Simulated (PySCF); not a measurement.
A PySCF script (with the pyscf-properties extension) for the NMR shieldings of `C=C(C)C(=C)C(=O)[O-]`, [C6H7O2]-, on a GFN2-xTB geometry:

```python
import basis_set_exchange as bse
import numpy as np
from pyscf import gto, dft
from pyscf.prop import nmr

atoms = """
C    -1.621263   -0.725931   -0.462573
C    -0.337780   -0.375350   -0.438169
C     0.685440   -1.017727   -1.336633
C     0.180953    0.607642    0.510397
C     0.827673    1.710495    0.164128
C    -0.091854    0.296012    2.034277
O    -1.248648    0.539088    2.390925
O     0.874119   -0.141332    2.663353
H    -1.995959   -1.483944   -1.136167
H    -2.324351   -0.277366    0.216447
H     0.219791   -1.722474   -2.025512
H     1.216253   -0.256518   -1.909360
H     1.420487   -1.546548   -0.730208
H     0.977721    2.010672   -0.869923
H     1.213005    2.391271    0.907108
"""
names = dict.fromkeys(["C", "O", "H"], "pcSseg-1")
basis = {el: gto.basis.parse(bse.get_basis(n, elements=[el], fmt="nwchem")) for el, n in names.items()}
mol = gto.M(atom=atoms, basis=basis, charge=-1, verbose=0)
mf = dft.RKS(mol, xc="PBE0")
mf.grids.level = 2
mf.grids.alignment = dft.numint.BLKSIZE   # the property module wants whole blocks of grid points
mf.conv_tol = 1e-9
mf.kernel()

calc = nmr.RKS(mf)   # GIAO
C = mf.mo_coeff
Co = C[:, mf.mo_occ > 0]
resp = mf.gen_response(singlet=True, hermi=2)
def vind(x):   # induced exchange potential for any number of trial vectors
    d = np.einsum("pi,xij,qj->xpq", C, 2 * x.reshape(-1, C.shape[1], Co.shape[1]), Co, optimize=True)
    return np.einsum("xpq,pi,qj->xij", resp(d - d.transpose(0, 2, 1)), C, Co, optimize=True).ravel()
mo1, _ = nmr.rhf.solve_mo1(calc, with_cphf=vind)
sigma = calc.kernel(mo1)
for i, s in enumerate(sigma):   # ppm
    print("%2d %-2s %9.2f" % (i, mol.atom_pure_symbol(i), np.trace(s) / 3))
```

Problem. What are the results?

Solution. 
```
 0 C      78.87
 1 C      32.82
 2 C     157.27
 3 C      10.12
 4 C      86.90
 5 C      14.88
 6 O       0.98
 7 O     -16.40
 8 H      27.21
 9 H      26.06
10 H      30.32
11 H      29.83
12 H      29.46
13 H      27.58
14 H      27.12
```

These numbers come from an equivalent density-fitted implementation of the same equations, which agrees with the script to about 0.01 ppm for H and up to a few tenths of a ppm for heavy atoms, so last digits may differ.

Problem. Turn these shieldings into chemical shifts. Shifts are taken against calculated references (same method and geometry level): 13C (σ = 186.93 ppm) and 1H (σ = 31.72 ppm) against TMS; 17O (σ = 336.08 ppm) against H2O.

Solution. Averaging equivalent atoms: C 3: 176.8; C 5: 172.0; C 1: 154.1; C 0: 108.1; C 4: 100.0; C 2: 29.7; O 7: 352.5; O 6: 335.1; H 9: 5.66; H 14: 4.60; H 8: 4.51; H 13: 4.14; H 10/11/12: 1.84 ppm. Unscaled 17O shifts of doubly bonded oxygen tend to come out too high, by tens of ppm or more. Experimental scales use liquid or dissolved standards, which lie at an offset from isolated H2O (liquid H2O: subtract about 36 ppm).

Size and cost of the density-fitted run: 171 basis functions, 21 s wall time on 1 thread of an Arm Neoverse V1, shared host; peak memory 0.78 GiB.
